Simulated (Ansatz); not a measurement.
Cost and result for the atomization energy of FH$_{2}$InO (`[OH][InH][F]`) (5 atoms, 4 bonds).

Total charge 0; spin multiplicity 1. Correlated methods include outer-core shells of In, which these sets cover unevenly. In takes the def2 core potential. The structure was optimised at the PBE0-D4/def2-TZVP level. It is a higher conformer; a search finds a lower one. Program: Ansatz. All runs use 2 threads of a server CPU on a shared host. Times are those of one run each, without the atoms' runs, and a repeat can differ threefold. Electronic energies, without spin–orbit coupling; frozen cores. CCSD(T)/CBS adds CCSD(T) − MP2 in def2-TZVPP to the MP2 limit, and its time is that of the two runs behind it. T1 = 0.017. With those shells the extrapolation isn't a true limit. B3LYP takes the VWN-RPA correlation (the form of Gaussian; ORCA's B3LYP/G).

CCSD(T)/CBS is a level of theory with its own doubt, some kJ/mol a heavy atom from the limit and from the frozen cores, so smaller differences don't rank the functionals.

| level | functions | wall time | atomization (kcal/mol) | difference from CCSD(T)/CBS | per bond |
| --- | --- | --- | --- | --- | --- |
| CCSD(T)/def2-SVP | 64 | 1 s | 312.9 | -36.5 | -9.1 |
| revPBE-D4/def2-TZVPP | 140 | 1.2 s | 335.8 | -13.6 | -3.4 |
| BLYP-D4/def2-TZVPP | 140 | 1.3 s | 342.0 | -7.4 | -1.9 |
| PBE-D4/def2-TZVPP (with forces) | 140 | 1.5 s | 348.8 | -0.6 | -0.2 |
| PBE0-D4/def2-TZVPP | 140 | 1.6 s | 334.5 | -14.9 | -3.7 |
| B3LYP-D4/def2-TZVPP (with forces) | 140 | 2.2 s | 337.0 | -12.4 | -3.1 |
| r2SCANh-D4/def2-TZVPP | 140 | 2.9 s | 338.2 | -11.2 | -2.8 |
| PBE-QIDH/def2-TZVPP | 140 | 2.9 s | 334.7 | -14.7 | -3.7 |
| r2SCAN-D4/def2-TZVPP (with forces) | 140 | 3.1 s | 343.9 | -5.5 | -1.4 |
| B2PLYP/def2-TZVPP | 140 | 3.2 s | 337.3 | -12.1 | -3.0 |
| MP2/def2-QZVPP | 256 | 6.5 s | 354.2 | 4.8 | 1.2 |
| CCSD(T)/def2-TZVPP | 140 | 11 s | 335.2 | -14.2 | -3.6 |
| CCSD(T)/CBS(def2) | – | 17 s | 349.4 | 0.0 | 0.0 |

From r2SCAN to r2SCAN0 (25 % exact exchange), in def2-TZVPP and without D4, the atomization energy moves by −13.8 kcal/mol: exact exchange takes away binding that semilocal exchange gives to molecules. Leaving LDA and LC-ωPBE aside and taking each functional with its dispersion term where it has one, the values, not all of them listed here, spread over 29.9 kcal/mol, from BHLYP-D4 to PBE-D4. LDA lies +57.5 kcal/mol from PBE without D4, its usual overbinding. In def2-TZVPP, CCSD(T) changes the Hartree–Fock value by +114.2 kcal/mol (the triples alone add +7.6 kcal/mol) and MP2 by +124.4 kcal/mol; breaking electron pairs costs correlation energy, which Hartree–Fock lacks.

Spin–orbit coupling would lower the free In atoms strongly, and the atomization energy with them, by more than many differences here.
